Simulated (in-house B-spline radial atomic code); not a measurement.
The numbers below are computed, except where a source is named.
## Fe in an electron gas of r_s = 2: phase shifts, screening, friction and resistivity

A nucleus sits in a uniform electron gas with a rigid positive background. The Kohn-Sham equations are solved self-consistently in the spin-unpolarised LDA (PW92), non-relativistic, on B-splines with outgoing waves at the boundary and partial waves to l = 8. The model has no lattice, no bands and no magnetic solution. Atomic units; δ_l are the phase shifts at the Fermi level, counted so that each bound state adds π, and good to about 0.0005.

The density parameter is r_s = 2 bohr, near that of the valence electrons of Si (4 per atom, density 2.33 g/cm³, mass 28.09 u, which gives r_s = 2.01).

```csv
l,δ_l (rad)
0,8.9995
1,6.3332
2,2.5267
3,0.0206
4,0.0050
5,0.0007
6,0.0000
7,-0.0003
8,-0.0002
```

Bound levels below the band bottom (hartree): s -253.4, s -28.75, p -24.74, s -2.613, p -1.45.

Problem. Check the Friedel sum rule, and say where the screening charge sits.

Solution. k_F = (9π/4)^(1/3)/r_s = 0.95958. The rule is Z = (2/π) Σ (2l + 1) δ_l. The terms are s 5.729, p 12.096, d 8.043, f 0.092 and 0.029 beyond, in all 25.988 against Z = 26. Bound states hold 6 s, 12 p, 0 d electrons, so the scattering states carry 7.99 in all; where a term is smaller than its bound count, the bound level has drawn weight out of the band.

Problem. Find the transport cross section and the electronic stopping of a 2 keV Fe ion (mass 55.84 u).

Solution. σ_tr = (4π/k_F²) Σ (l + 1) sin²(δ_l − δ_(l+1)). The terms for l = 0 to 3 are 0.2094, 0.7613, 1.0570, 0.0010, all together 2.0288, so σ_tr = 13.647 × 2.0288 = 27.688 bohr². With n = 3/(4π r_s³) = 0.02984, the friction coefficient is Q = n k_F σ_tr = 0.7928. For v well below v_F = 0.960, dE/dx = Q v; with 24801 eV per u at v = 1, v = √(2000/(24801 × 55.84)) = 0.0380, so dE/dx = 0.03013 hartree/bohr = 15.5 eV/nm. The largest term couples the d and f waves.

Problem. What residual resistivity would 1 atomic per cent of such centres give in a metal of this density?

Solution. Δρ = k_F n_i σ_tr/n in atomic units of 21.74 μΩ·cm. With one host atom per 4 electrons, n_i/n = 0.01/4, so Δρ = 0.9596 × 0.00250 × 27.688 × 21.74 = 1.44 μΩ·cm. This is an atom added to the gas, as on an interstitial site.
